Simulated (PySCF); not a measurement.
## Radial density of Mo (molybdenum, neutral)

LC-wPBE, [Kr] 4d5 5s1, high-spin 7S determinant. Calculation: PySCF 2.14, in aug-cc-pwCVTZ-PP with ECP28MDF; a scalar-relativistic core potential. This is the valence pseudo-density: the core potential removes the inner electrons and smooths the orbitals near the nucleus.

```
r (bohr)  4πr²ρ (e/bohr)  4πr²(ρα − ρβ)
  0.0347       1.770e-05         0.0000
  0.0584       4.384e-05         0.0000
  0.0983       0.0001557         0.0000
   0.165        0.001365         0.0004
   0.278         0.02306         0.0065
   0.468          0.6543         0.1135
   0.787           7.364         1.1274
    1.32           9.425         2.8157
    2.23           2.618         1.9671
    3.74          0.5895         0.5836
    6.30         0.04865         0.0487
    10.6       0.0004188         0.0004
```

Energies and moments cover only the electrons outside the core potential.
